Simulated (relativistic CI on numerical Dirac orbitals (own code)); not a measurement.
# L2,3 absorption of cobalt in several valence states

Computed multiplet spectra 2p⁶3dⁿ → 2p⁵3dⁿ⁺¹ (Dirac-Coulomb-Breit ions, Slater integrals scaled by 0.9, an assumed crystal field that grows with the charge, no charge transfer; 300 K; Lorentzian 0.4 eV and Gaussian 0.3 eV FWHM at both edges, so that L2 comes out sharper than in experiment). Peaks over 5 % are given in eV from the highest peak in the L3 region of each spectrum (height, largest 100). S of the lowest state is read from ⟨S²⟩, and the branching ratio is the share of L3, cut at the minimum between the edges.

Field parameters in Wybourne normalisation: Td as Oh with Dq negative (B⁴₀ = 21Dq, B⁴₄ = √(5/14) B⁴₀). The field is a parameter set, without covalency.

- Co²⁺ (d7, Td, 10Dq = -3750 cm⁻¹): S = 1.50, high spin, branching ratio 0.77; peaks -0.8 (89), 0.0 (100), 0.6 (95), 1.4 (66), 2.7 (23), 4.0 (16), 13.8 (11), 15.2 (56), 17.2 (13), 18.2 (10)
- Co³⁺ (d6, Td, 10Dq = -4800 cm⁻¹): S = 2.00, high spin, branching ratio 0.76; peaks -3.1 (6), -0.8 (92), 0.0 (100), 1.0 (69), 3.0 (33), 4.9 (16), 13.1 (11), 13.7 (20), 14.5 (27), 15.6 (32), 17.2 (10), 18.4 (10), 19.1 (6)
- Co⁵⁺ (d4, Td, 10Dq = -7000 cm⁻¹): S = 2.00, high spin, branching ratio 0.78; peaks -4.9 (8), -4.0 (9), -2.2 (13), 0.0 (100), 0.7 (70), 2.6 (59), 4.3 (50), 7.0 (7), 9.4 (27), 11.0 (14), 11.6 (13), 13.3 (16), 15.5 (29), 16.7 (23), 17.4 (23), 18.8 (13), 20.0 (11)

What spin state follows for Co⁴⁺ in Td, 10Dq = -5900 cm⁻¹, and does its branching ratio lie nearer 2/3 or nearer 0.8?

Co⁴⁺ (d5, Td, 10Dq = -5900 cm⁻¹): S = 2.50, high spin, branching ratio 0.78; peaks 0.0 (100), 1.7 (43), 5.4 (15), 6.3 (6), 14.1 (11), 15.0 (18), 17.5 (23). High-spin states, above all those with an unquenched orbital moment, raise the ratio above the statistical 2/3; low spin and nearly empty shells keep it near or below 2/3.

The centroid of the whole edge, which also moves with the branching ratio, lies at 784.7 (Co²⁺), 787.6 (Co³⁺), 791.5 (Co⁴⁺), 796.1 (Co⁵⁺) eV in this ionic model, in steps of 2.9 to 4.6 eV. Compounds show about 1 to 2 eV a unit and lower energies for the high valences, since ligands screen the charge. The multiplet shape follows the d count and the spin state, and so serves as a fingerprint of valence.
